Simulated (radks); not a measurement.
Radial electron density D(r) = 4 pi r^2 rho(r) of an atom or ion with 59 electrons. Method: scalar-relativistic Kohn-Sham, BLYP, spin-unpolarised, spherical densities, finite nucleus; Fermi nuclear charge, rms radius of each element as measured or else 0.836 A^(1/3) + 0.57 fm; computed with a radial shooting solver on a logarithmic mesh with Libxc functionals.

r (bohr)  D(r) (e/bohr)
0.001111          4.042
0.001494          6.554
0.002025          10.58
0.002745          16.70
0.00369           25.27
0.005001          37.10
0.006778          51.48
0.009113          65.92
0.01235           77.29
0.01674           80.80
0.0225            76.21
0.0305            71.21
0.041             78.26
0.05557           97.77
0.07531           106.4
0.1013            90.45
0.1372            79.48
0.186             92.13
0.2501            80.12
0.3389            42.80
0.4593            38.88
0.6175            40.82
0.8369            22.78
1.134             11.91
1.525             8.050
2.067             3.482
2.801             1.032
3.766            0.3919
5.103            0.1032
6.917          0.009027
9.299         0.0001993

What is the nuclear charge?

Answer. Z = 61. The innermost maximum, from 1s, lies near gamma/Z bohr with gamma = sqrt(1 - (Z/c)^2) = 0.895, here 0.0147 bohr (found: 0.0161), and its height grows with Z. The density is that of the promethium ion Pm2+ in [Xe] 4f4 6s1; the configuration itself is not fixed sharply by these data, and Z only to a few units. D(r) has 4 maxima, at r = 0.0161, 0.0718, 0.200, 0.552 bohr, and minima at 0.0310, 0.132, 0.401 bohr, inside which lie 1.95, 11.16, 29.16 electrons.
